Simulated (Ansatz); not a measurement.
A run for Ansatz (a quantum-chemistry and plane-wave program): R-PBE/def2-TZVPP on C2H2O2 (SMILES O=CC=O), a point of a torsion scan.

Ansatz 0.2 input:
```yaml
crystal:
  periodic: [false, false, false]
  atoms:
    - {symbol: O, position_ang: [1.46341542, -0.07584720, -0.92640466]}
    - {symbol: C, position_ang: [0.75529934, -0.05123546, 0.03752999]}
    - {symbol: C, position_ang: [-0.75564062, 0.04240359, -0.04084461]}
    - {symbol: O, position_ang: [-1.49051624, -0.56860487, 0.67874594]}
    - {symbol: H, position_ang: [1.14353851, -0.14243541, 1.06900354]}
    - {symbol: H, position_ang: [-1.12023748, 0.69283616, -0.85753766]}
basis:
  gaussian:
    orbitals: def2-TZVPP
hamiltonian:
  xc: {name: PBE}
scf: {lower_state_search: off}
```

**Question.** Give the final energy of this run.

**Answer.** -227.6639 hartree.
